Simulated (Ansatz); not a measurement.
These are PBE0-D4/def2-SVP (Ansatz, a program for electronic structure) values and carry that method's errors. No frequencies were computed at this level.

Ansatz 0.2 input:
```yaml
crystal:
  periodic: [false, false, false]
  atoms:
    - { symbol: N, position_ang: [-6.517387, 0.554846, -1.386185] }
    - { symbol: Ge, position_ang: [-6.073842, -0.218439, 0.195266] }
    - { symbol: Ge, position_ang: [-3.98468, 0.710879, 0.891549] }
    - { symbol: Ge, position_ang: [-3.052431, 0.036941, 3.000938] }
    - { symbol: Ge, position_ang: [-0.903087, 0.894981, 3.651492] }
    - { symbol: Ge, position_ang: [-0.094635, 0.383999, 5.858679] }
    - { symbol: Ge, position_ang: [2.043073, 1.237596, 6.563492] }
    - { symbol: Ge, position_ang: [3.059183, 0.294661, 8.532733] }
    - { symbol: C, position_ang: [4.863171, 1.029089, 8.96951] }
    - { symbol: O, position_ang: [5.048897, 1.816347, 9.853504] }
    - { symbol: H, position_ang: [-7.380714, 0.253194, -1.816773] }
    - { symbol: H, position_ang: [-5.800262, 0.580561, -2.097828] }
    - { symbol: H, position_ang: [-6.043742, -1.746355, 0.133049] }
    - { symbol: H, position_ang: [-7.240486, 0.106597, 1.095494] }
    - { symbol: H, position_ang: [-2.936326, 0.450514, -0.178878] }
    - { symbol: H, position_ang: [-4.047703, 2.223722, 0.854305] }
    - { symbol: H, position_ang: [-4.038396, 0.334675, 4.116673] }
    - { symbol: H, position_ang: [-2.993983, -1.478897, 3.08025] }
    - { symbol: H, position_ang: [0.150085, 0.462524, 2.646504] }
    - { symbol: H, position_ang: [-0.866747, 2.401097, 3.46461] }
    - { symbol: H, position_ang: [-0.08824, -1.121748, 6.05906] }
    - { symbol: H, position_ang: [-1.124472, 0.796827, 6.895136] }
    - { symbol: H, position_ang: [1.981897, 2.743772, 6.726598] }
    - { symbol: H, position_ang: [3.049194, 1.113996, 5.431058] }
    - { symbol: H, position_ang: [2.202338, 0.440675, 9.763625] }
    - { symbol: H, position_ang: [3.233911, -1.200535, 8.354562] }
    - { symbol: H, position_ang: [5.710343, 0.693196, 8.335445] }
basis:
  gaussian: { orbitals: def2-svp }
hamiltonian:
  xc: pbe0
  dispersion: d4
relax:
  max_steps: 150
```

Output:

```
[...]
relax step  10: F+E_penalty+E_count = -400372.29583335 eV  Δ(F+E_penalty+E_count) = -1.235e-4 eV  max|allowed force component| = 1.170e-1 eV/Å  Δτ_max = 0.0308 Å  (33 SCF iters, accepted)
these checks for a lower state are left out or cut short: starts, cluster_reference, orbital_swaps, neighbouring_geometries, increment
3764 factors; integrals over basis functions are off by at most 3.8e-4 eV
mean field -400371.59483736 eV, -14713.3847286590 hartree, gradient 1.2e-5 eV, S^2 0.000000; 0 other end points of the search recorded, 0 dependent functions left out
reference -400371.59489656 eV, -14713.3847308344 hartree; 131, 131 occupied and 220, 220 virtual orbitals, 3764 factors
relax step  11: F+E_penalty+E_count = -400372.29620489 eV  Δ(F+E_penalty+E_count) = -3.715e-4 eV  max|allowed force component| = 1.320e-1 eV/Å  Δτ_max = 0.0217 Å  (34 SCF iters, accepted)
these checks for a lower state are left out or cut short: starts, cluster_reference, orbital_swaps, neighbouring_geometries, increment
3764 factors; integrals over basis functions are off by at most 3.8e-4 eV
mean field evaluation 96: about -400371.5951 eV, gradient 1.9e-5 eV
mean field -400371.59512967 eV, -14713.3847394013 hartree, gradient 1.9e-5 eV, S^2 0.000000; 0 other end points of the search recorded, 0 dependent functions left out
reference -400371.59518886 eV, -14713.3847415765 hartree; 131, 131 occupied and 220, 220 virtual orbitals, 3764 factors
relax step  12: F+E_penalty+E_count = -400372.29645385 eV  Δ(F+E_penalty+E_count) = -2.490e-4 eV  max|allowed force component| = 1.303e-1 eV/Å  Δτ_max = 0.0106 Å  (26 SCF iters, accepted)
these checks for a lower state are left out or cut short: starts, cluster_reference, orbital_swaps, neighbouring_geometries, increment
3764 factors; integrals over basis functions are off by at most 3.8e-4 eV
mean field -400371.59542289 eV, -14713.3847501767 hartree, gradient 1.2e-5 eV, S^2 0.000000; 0 other end points of the search recorded, 0 dependent functions left out
reference -400371.59548206 eV, -14713.3847523512 hartree; 131, 131 occupied and 220, 220 virtual orbitals, 3764 factors
relax step  13: F+E_penalty+E_count = -400372.29674442 eV  Δ(F+E_penalty+E_count) = -2.906e-4 eV  max|allowed force component| = 1.016e-1 eV/Å  Δτ_max = 0.0425 Å  (33 SCF iters, accepted)
these checks for a lower state are left out or cut short: starts, cluster_reference, orbital_swaps, neighbouring_geometries, increment
3764 factors; integrals over basis functions are off by at most 3.8e-4 eV
mean field -400371.59560574 eV, -14713.3847568963 hartree, gradient 1.3e-5 eV, S^2 0.000000; 0 other end points of the search recorded, 0 dependent functions left out
reference -400371.59566488 eV, -14713.3847590698 hartree; 131, 131 occupied and 220, 220 virtual orbitals, 3764 factors
relax step  14: F+E_penalty+E_count = -400372.29700181 eV  Δ(F+E_penalty+E_count) = -2.574e-4 eV  max|allowed force component| = 9.342e-2 eV/Å  Δτ_max = 0.0174 Å  (33 SCF iters, accepted)
these checks for a lower state are left out or cut short: starts, cluster_reference, orbital_swaps, neighbouring_geometries, increment
3764 factors; integrals over basis functions are off by at most 3.8e-4 eV
mean field -400371.59572308 eV, -14713.3847612084 hartree, gradient 9.7e-6 eV, S^2 0.000000; 0 other end points of the search recorded, 0 dependent functions left out
reference -400371.59578222 eV, -14713.3847633818 hartree; 131, 131 occupied and 220, 220 virtual orbitals, 3764 factors
relax step  15: F+E_penalty+E_count = -400372.29713348 eV  Δ(F+E_penalty+E_count) = -1.317e-4 eV  max|allowed force component| = 8.117e-2 eV/Å  Δτ_max = 0.0059 Å  (28 SCF iters, accepted)
these checks for a lower state are left out or cut short: starts, cluster_reference, orbital_swaps, neighbouring_geometries, increment
3764 factors; integrals over basis functions are off by at most 3.8e-4 eV
mean field -400371.59578156 eV, -14713.3847633578 hartree, gradient 1.0e-5 eV, S^2 0.000000; 0 other end points of the search recorded, 0 dependent functions left out
reference -400371.59584069 eV, -14713.3847655308 hartree; 131, 131 occupied and 220, 220 virtual orbitals, 3764 factors
relax step  16: F+E_penalty+E_count = -400372.29723768 eV  Δ(F+E_penalty+E_count) = -1.042e-4 eV  max|allowed force component| = 5.095e-2 eV/Å  Δτ_max = 0.0124 Å  (29 SCF iters, accepted)
these checks for a lower state are left out or cut short: starts, cluster_reference, orbital_swaps, neighbouring_geometries, increment
3764 factors; integrals over basis functions are off by at most 3.8e-4 eV
mean field evaluation 128: about -400371.5958 eV, gradient 1.3e-4 eV
mean field -400371.59578291 eV, -14713.3847634071 hartree, gradient 1.1e-5 eV, S^2 0.000000; 0 other end points of the search recorded, 0 dependent functions left out
reference -400371.59584201 eV, -14713.3847655790 hartree; 131, 131 occupied and 220, 220 virtual orbitals, 3764 factors
relax step  17: F+E_penalty+E_count = -400372.29733192 eV  Δ(F+E_penalty+E_count) = -9.423e-5 eV  max|allowed force component| = 2.307e-2 eV/Å  Δτ_max = 0.0279 Å  (32 SCF iters, accepted)
these checks for a lower state are left out or cut short: starts, cluster_reference, orbital_swaps, neighbouring_geometries, increment
3764 factors; integrals over basis functions are off by at most 3.8e-4 eV
mean field -400371.59579242 eV, -14713.3847637568 hartree, gradient 1.3e-5 eV, S^2 0.000000; 0 other end points of the search recorded, 0 dependent functions left out
reference -400371.59585151 eV, -14713.3847659284 hartree; 131, 131 occupied and 220, 220 virtual orbitals, 3764 factors
relax step  18: F+E_penalty+E_count = -400372.29737386 eV  Δ(F+E_penalty+E_count) = -4.194e-5 eV  max|allowed force component| = 2.291e-2 eV/Å  Δτ_max = 0.0068 Å  (27 SCF iters, accepted)
these checks for a lower state are left out or cut short: starts, cluster_reference, orbital_swaps, neighbouring_geometries, increment
3764 factors; integrals over basis functions are off by at most 3.8e-4 eV
mean field -400371.59581791 eV, -14713.3847646937 hartree, gradient 7.6e-5 eV, S^2 0.000000; 0 other end points of the search recorded, 0 dependent functions left out
reference -400371.59587700 eV, -14713.3847668651 hartree; 131, 131 occupied and 220, 220 virtual orbitals, 3764 factors
relax step  19: F+E_penalty+E_count = -400372.29740166 eV  Δ(F+E_penalty+E_count) = -2.780e-5 eV  max|allowed force component| = 2.104e-2 eV/Å  Δτ_max = 0.0026 Å  (24 SCF iters, accepted)
these checks for a lower state are left out or cut short: starts, cluster_reference, orbital_swaps, neighbouring_geometries, increment
3764 factors; integrals over basis functions are off by at most 3.8e-4 eV
mean field -400371.59586393 eV, -14713.3847663848 hartree, gradient 1.1e-5 eV, S^2 0.000000; 0 other end points of the search recorded, 0 dependent functions left out
reference -400371.59592301 eV, -14713.3847685557 hartree; 131, 131 occupied and 220, 220 virtual orbitals, 3764 factors
relax step  20: F+E_penalty+E_count = -400372.29744995 eV  Δ(F+E_penalty+E_count) = -4.829e-5 eV  max|allowed force component| = 2.021e-2 eV/Å  Δτ_max = 0.0103 Å  (29 SCF iters, accepted)
these checks for a lower state are left out or cut short: starts, cluster_reference, orbital_swaps, neighbouring_geometries, increment
3764 factors; integrals over basis functions are off by at most 3.8e-4 eV
mean field -400371.59588354 eV, -14713.3847671053 hartree, gradient 1.7e-5 eV, S^2 0.000000; 0 other end points of the search recorded, 0 dependent functions left out
reference -400371.59594260 eV, -14713.3847692759 hartree; 131, 131 occupied and 220, 220 virtual orbitals, 3764 factors
relax step  21: F+E_penalty+E_count = -400372.29746453 eV  Δ(F+E_penalty+E_count) = -1.458e-5 eV  max|allowed force component| = 2.146e-2 eV/Å  Δτ_max = 0.0077 Å  (28 SCF iters, accepted)
these checks for a lower state are left out or cut short: starts, cluster_reference, orbital_swaps, neighbouring_geometries, increment
3764 factors; integrals over basis functions are off by at most 3.8e-4 eV
mean field -400371.59590884 eV, -14713.3847680350 hartree, gradient 1.8e-5 eV, S^2 0.000000; 0 other end points of the search recorded, 0 dependent functions left out
reference -400371.59596789 eV, -14713.3847702053 hartree; 131, 131 occupied and 220, 220 virtual orbitals, 3764 factors
relax step  22: F+E_penalty+E_count = -400372.29747842 eV  Δ(F+E_penalty+E_count) = -1.389e-5 eV  max|allowed force component| = 1.788e-2 eV/Å  Δτ_max = 0.0083 Å  (27 SCF iters, accepted)
these checks for a lower state are left out or cut short: starts, cluster_reference, orbital_swaps, neighbouring_geometries, increment
3764 factors; integrals over basis functions are off by at most 3.8e-4 eV
mean field evaluation 160: about -400371.5958 eV, gradient 1.9e-1 eV
mean field -400371.59592422 eV, -14713.3847686004 hartree, gradient 2.6e-5 eV, S^2 0.000000; 0 other end points of the search recorded, 0 dependent functions left out
reference -400371.59598327 eV, -14713.3847707705 hartree; 131, 131 occupied and 220, 220 virtual orbitals, 3764 factors
relax step  23: F+E_penalty+E_count = -400372.29748712 eV  Δ(F+E_penalty+E_count) = -8.701e-6 eV  max|allowed force component| = 1.092e-2 eV/Å  Δτ_max = 0.0046 Å  (26 SCF iters, accepted)
these checks for a lower state are left out or cut short: starts, cluster_reference, orbital_swaps, neighbouring_geometries, increment
3764 factors; integrals over basis functions are off by at most 3.8e-4 eV
mean field -400371.59590566 eV, -14713.3847679184 hartree, gradient 1.5e-5 eV, S^2 0.000000; 0 other end points of the search recorded, 0 dependent functions left out
reference -400371.59596471 eV, -14713.3847700885 hartree; 131, 131 occupied and 220, 220 virtual orbitals, 3764 factors
relax step  24: F+E_penalty+E_count = -400372.29748003 eV  Δ(F+E_penalty+E_count) = +7.089e-6 eV  max|allowed force component| = 1.047e-2 eV/Å  Δτ_max = 0.0084 Å  (28 SCF iters, rejected (line search))
these checks for a lower state are left out or cut short: starts, cluster_reference, orbital_swaps, neighbouring_geometries, increment
3764 factors; integrals over basis functions are off by at most 3.8e-4 eV
mean field -400371.59592700 eV, -14713.3847687026 hartree, gradient 8.9e-5 eV, S^2 0.000000; 0 other end points of the search recorded, 0 dependent functions left out
reference -400371.59598605 eV, -14713.3847708726 hartree; 131, 131 occupied and 220, 220 virtual orbitals, 3764 factors
relax step  25: F+E_penalty+E_count = -400372.29749072 eV  Δ(F+E_penalty+E_count) = -3.601e-6 eV  max|allowed force component| = 7.325e-3 eV/Å  Δτ_max = 0.0040 Å  (23 SCF iters, accepted)
3764 factors; integrals over basis functions are off by at most 3.8e-4 eV
mean field evaluation 192: about -400371.5959 eV, gradient 6.9e-5 eV
mean field -400371.59592700 eV, -14713.3847687026 hartree, gradient 8.9e-5 eV, S^2 0.000000; 1 other end points of the search recorded, 0 dependent functions left out
reference -400371.59598605 eV, -14713.3847708726 hartree; 131, 131 occupied and 220, 220 virtual orbitals, 3764 factors
Total energy: -400372.29754977 eV, -14713.4105528637 hartree
Atom 0 at    -6.399028     0.472484    -1.360023 Å, force    -0.001561    -0.000586    -0.002371 eV/Å
Atom 1 at    -5.963335    -0.122938     0.329531 Å, force     0.000970     0.001652     0.000449 eV/Å
Atom 2 at    -3.835521     0.866784     0.935813 Å, force     0.000488    -0.002650    -0.001098 eV/Å
Atom 3 at    -3.046340     0.048999     3.079838 Å, force    -0.001284     0.002749     0.000834 eV/Å
Atom 4 at    -0.912244     1.032777     3.684163 Å, force     0.000500    -0.004040    -0.000987 eV/Å
Atom 5 at    -0.087123     0.174540     5.799107 Å, force    -0.000833     0.003605     0.000330 eV/Å
Atom 6 at     2.068005     1.130548     6.374254 Å, force     0.002804    -0.001228    -0.001055 eV/Å
Atom 7 at     2.898226     0.262546     8.484850 Å, force     0.000805    -0.000551     0.003388 eV/Å
Atom 8 at     4.679132     1.090459     8.884613 Å, force    -0.002309     0.007325    -0.006580 eV/Å
Atom 9 at     4.784858     2.099853     9.525027 Å, force     0.000675    -0.005556     0.000663 eV/Å
Atom 10 at    -7.316324     0.170034    -1.680459 Å, force     0.000131     0.000632     0.000888 eV/Å
Atom 11 at    -5.718127     0.221773    -2.072631 Å, force     0.000827     0.000348     0.000769 eV/Å
Atom 12 at    -5.863259    -1.666450     0.468071 Å, force     0.000144     0.000436     0.000477 eV/Å
Atom 13 at    -7.079865     0.370163     1.269570 Å, force    -0.000802    -0.000833     0.000218 eV/Å
Atom 14 at    -2.776132     0.519077    -0.132552 Å, force    -0.000280     0.000443    -0.000163 eV/Å
Atom 15 at    -3.953546     2.402644     0.995271 Å, force    -0.000211    -0.000195     0.000607 eV/Å
Atom 16 at    -4.079216     0.377864     4.178153 Å, force    -0.000093    -0.000896     0.000505 eV/Å
Atom 17 at    -2.893754    -1.485848     3.028718 Å, force     0.000780     0.000547    -0.000084 eV/Å
Atom 18 at     0.124742     0.727642     2.583030 Å, force     0.000917     0.000734    -0.000357 eV/Å
Atom 19 at    -1.055675     2.565601     3.782290 Å, force     0.000160    -0.000954     0.000306 eV/Å
Atom 20 at     0.052207    -1.359924     5.716094 Å, force     0.000416     0.000435    -0.000568 eV/Å
Atom 21 at    -1.096442     0.494257     6.920995 Å, force    -0.000195    -0.000300     0.000524 eV/Å
Atom 22 at     1.953136     2.664382     6.475687 Å, force    -0.001248    -0.000275     0.000134 eV/Å
Atom 23 at     3.086129     0.803667     5.261619 Å, force     0.000254     0.000112    -0.000556 eV/Å
Atom 24 at     1.932986     0.616899     9.627845 Å, force    -0.000150    -0.000440     0.000639 eV/Å
Atom 25 at     3.062949    -1.268587     8.382303 Å, force    -0.000779     0.000157    -0.000609 eV/Å
Atom 26 at     5.588520     0.585469     8.452688 Å, force    -0.000127    -0.000670     0.003699 eV/Å
Dipole moment:    -0.246386    -0.502122    -0.506640 e Å
```

Cost: about 50 core-minutes (a rough figure).
